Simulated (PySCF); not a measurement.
Optical rotation: `InChI=1S/C9H14O/c1-10-9-7-5-3-2-4-6-8-9/h5H,2-4,6,8H2,1H3`

Geometry:
```
atom   x (Å)   y (Å)   z (Å)
  C1   1.907   0.527  -0.097
  O2   1.207  -0.581   0.403
  C3   0.258  -0.309   1.325
  C4  -0.004   0.886   1.834
  C5  -0.771   1.924   2.084
  C6  -1.995   2.203   1.245
  C7  -2.389   1.059   0.314
  C8  -2.798  -0.256   1.016
  C9  -1.886  -1.475   0.822
 C10  -0.603  -1.490   1.662
 H11   2.676   0.145  -0.780
 H12   1.237   1.215  -0.641
 H13   2.382   1.094   0.725
 H14  -0.575   2.600   2.928
 H15  -2.831   2.425   1.933
 H16  -1.850   3.131   0.661
 H17  -1.560   0.864  -0.388
 H18  -3.225   1.413  -0.310
 H19  -3.798  -0.543   0.653
 H20  -2.923  -0.073   2.098
 H21  -2.459  -2.385   1.066
 H22  -1.616  -1.564  -0.245
 H23  -0.860  -1.465   2.731
 H24  -0.034  -2.414   1.474
```

Level of theory: PySCF 2.14.0, TDDFT CAM-B3LYP/def2-SVPD circular dichroism and optical rotation, one conformer, gas phase. Geometry: PBE0-D3(BJ)/def2-SVP.

States above about 7.5 eV (minus the energy of the highest occupied orbital) lie near or above the ionisation threshold and depend on the basis. No stereocentre is labelled: unless the shape is locked (an allene, a helicene, a hindered biaryl), the mirror image is equally populated and a measured rotation or CD is zero.

(1) Give the optical rotatory dispersion at 633, 589.3, 546, 436, 405, 365, 355 nm.

(2) And for the mirror image at 589.3 nm?

(3) What is the molar rotation [Φ] = [α]·M/100 of the geometry above at 589.3 nm?

Answers

(1) [α] in deg dm⁻¹ (g/mL)⁻¹:
```
λ (nm)  origin-invariant length gauge  modified velocity gauge  length gauge (centre of mass)  isotropic polarisability (au)
   633                         +498.4                   +519.4                         +497.5                          112.8
 589.3                         +594.0                   +618.8                         +592.9                          113.3
   546                         +721.1                   +750.9                         +719.7                          113.9
   436                        +1358.5                  +1411.2                        +1355.5                          116.4
   405                        +1725.2                  +1789.9                        +1721.4                          117.6
   365                        +2531.1                  +2620.0                        +2525.5                          119.7
   355                        +2841.4                  +2938.7                        +2835.1                          120.4
```

(2) -594.0 deg dm⁻¹ (g/mL)⁻¹ (origin-invariant length gauge): the same size and the opposite sign.

(3) With M = 138.21 g/mol, +821.0 deg cm² dmol⁻¹ (origin-invariant length gauge).

The first excitation lies at 4.71 eV (263 nm) with R = +31.0 × 10⁻⁴⁰ esu² cm² (velocity form).
